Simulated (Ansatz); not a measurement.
This geometry of CH$_{4}$FMgN (8 atoms, charge 0, multiplicity 1) is a first-order saddle point.

Computed with RKS B3LYP-D4/cc-pVDZ (Ansatz).

```xyz
8
Properties=species:S:1:pos:R:3
C -0.299 1.088 0.223
N -0.143 -0.358 0.384
Mg 0.657 -1.675 -0.714
F 1.390 -2.930 -1.708
H -0.886 1.366 -0.676
H -0.827 1.537 1.082
H 0.669 1.625 0.145
H -0.560 -0.653 1.264
```

**Question.** Which two structures does it join? (They come from a converged band through this point; their orientation in space is the band's.)

**Answer.** No bond is made or broken. The dihedral H6–C1–N2–Mg3 goes from -119 to 119°. The two ends are copies of one structure, up to a mirror image or an exchange of like atoms.

Initial state:

```xyz
8
Properties=species:S:1:pos:R:3
C -0.228 1.085 0.263
N -0.332 -0.369 0.282
Mg 0.644 -1.676 -0.671
F 1.542 -2.910 -1.549
H -1.161 1.589 -0.067
H 0.038 1.521 1.248
H 0.561 1.408 -0.440
H -1.064 -0.649 0.934
```

Final state:

```xyz
8
Properties=species:S:1:pos:R:3
C -0.295 1.076 0.228
N 0.033 -0.323 0.471
Mg 0.504 -1.695 -0.740
F 0.944 -2.982 -1.858
H -0.240 1.305 -0.852
H -1.322 1.350 0.550
H 0.396 1.785 0.730
H -0.021 -0.516 1.471
```

**Question.** How far does it lie above each of them?

**Answer.** 0.075 eV above the first and 0.075 eV above the second. This is the barrier of this one path; another mechanism may lie lower.

Run time: 4.2 min on 1 thread of Arm Neoverse V1, with other jobs on the host, peak memory 0.15 GiB.
